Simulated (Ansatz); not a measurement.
Zr₃⁻. Charge -1, multiplicity 2. Geometry r2SCAN-D4/def2-TZVPD; atoms count from 1.

```xyz
3

Zr   -1.1467   -0.0773   -1.0557
Zr    0.9214    1.2134    0.0640
Zr    0.2253   -1.1361    0.9917
```

In the def2 sets Zr takes a core potential; there is no spin–orbit coupling. The charge -1 doublet is spin-contaminated (final ⟨S²⟩ up to 1.84, 0.75 for a pure state). The highest occupied level of the charge -1 doublet lies above zero (up to 0.68 eV). Its loss leaves the charge 0 triplet, which lies 1.04 eV higher (vertical, at PBE-D4/def2-TZVPD), but this difference is unsure: the triplet is doubtful (geometry relaxed on an unsound state). The geometry of the doublet was relaxed on an unsound state (⟨S²⟩ 2.97, where a pure state has 0.75). At PBE-D4/def2-TZVPD a quartet of charge -1 lies 0.19 eV below the doublet, each at its own geometry. That quartet is doubtful there (⟨S²⟩ 4.11, where a pure state has 3.75). The structure comes from a short search, and lower isomers may exist.

Estimate the Mulliken populations from the PBE/def2-TZVPD orbitals of Ansatz.


```
atom  charge (e)  spin (α − β)  d electrons
 Zr1       -0.40         -0.90         2.84
 Zr2       -0.30          0.95         2.87
 Zr3       -0.30          0.95         2.87
```
Mulliken values and Mayer orders depend strongly on the basis. With diffuse functions, as here, like atoms can get unlike values, and bond orders can come out too low or too high.

Where does the spin sit?

Summed by element: Zr 1.00, of 1 unpaired in all. Largest on single atoms: Zr2 0.95, Zr3 0.95, Zr1 -0.90.

And the Mayer bond orders between bonded heavy atoms (over 0.3)?

Zr1–Zr2 2.70 (2.68 Å); Zr1–Zr3 2.70 (2.68 Å); Zr2–Zr3 2.77 (2.62 Å).
